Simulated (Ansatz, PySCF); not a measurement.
Gas-phase reaction in SMILES: ClBCl [dichloroborane] -> [BH]Cl + Cl atom (the B-Cl bond at the site shown breaks; other sites are not compared here)
Geometries: B3LYP-D3(BJ)/def2-TZVP minima from Ansatz (a first-principles code). Frequencies are from Ansatz or PySCF.

Wanted: bond dissociation energy (0 K, with B3LYP-D3(BJ) harmonic zero-point energies), in kcal/mol. Correlated levels leave the core frozen unless marked. Open shells are spin-unrestricted. Spin-orbit coupling is left out. Non-relativistic. Basis-set limits of correlation are two-point, X^-3; Hartree-Fock from the larger set.

```tsv
level	program	bond dissociation energy (kcal/mol)
PBE0/def2-TZVP	Ansatz	119.6
TPSSh/def2-TZVPD	PySCF	116.5
r2SCAN0/def2-TZVPD	Ansatz	116.8
SCS-MP2/cc-pVTZ	Ansatz	120.0
CCSD/6-31G	Ansatz	95.6
CCSD(T)/STO-3G	Ansatz	116.3
CCSD(T)/CBS(aug-cc-pV(T+d)Z,aug-cc-pV(Q+d)Z)	Ansatz	121.8
```
